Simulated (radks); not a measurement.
Values are calculated unless marked as measured or tabulated.
Charge is removed step by step from the 2s level of Ca, starting from [Ar] 4s2. Code: a radial shooting solver on a logarithmic mesh with Libxc functionals. Model: non-relativistic Kohn-Sham, LDA (Slater exchange, Perdew-Wang correlation), spin-unpolarised, spherical densities, point nucleus.

removed (e)  E - E(0) (eV)  eigenvalue (eV)  E minus straight line (eV)
0                    0.000          -409.44                       0.000
0.1                 41.146          -413.49                      -1.873
0.2                 82.700          -417.58                      -3.339
0.3                 124.66          -421.71                      -4.394
0.4                 167.04          -425.86                      -5.035
0.5                 209.84          -430.06                      -5.259
0.6                 253.05          -434.28                      -5.061
0.7                 296.70          -438.54                      -4.440
0.8                 340.76          -442.83                      -3.391
0.9                 385.26          -447.14                      -1.912
1                   430.19          -451.49                       0.000

Removing the whole electron costs 430.19 eV by Delta-SCF, against 409.44 eV from minus the eigenvalue at the starting occupation. Slater's transition state (half an electron removed) gives 430.06 eV. Integrating minus the eigenvalue over the occupation (Janak's theorem) gives 430.19 eV. The mean slope of the eigenvalue, de/dn, is 42.0 eV per electron.
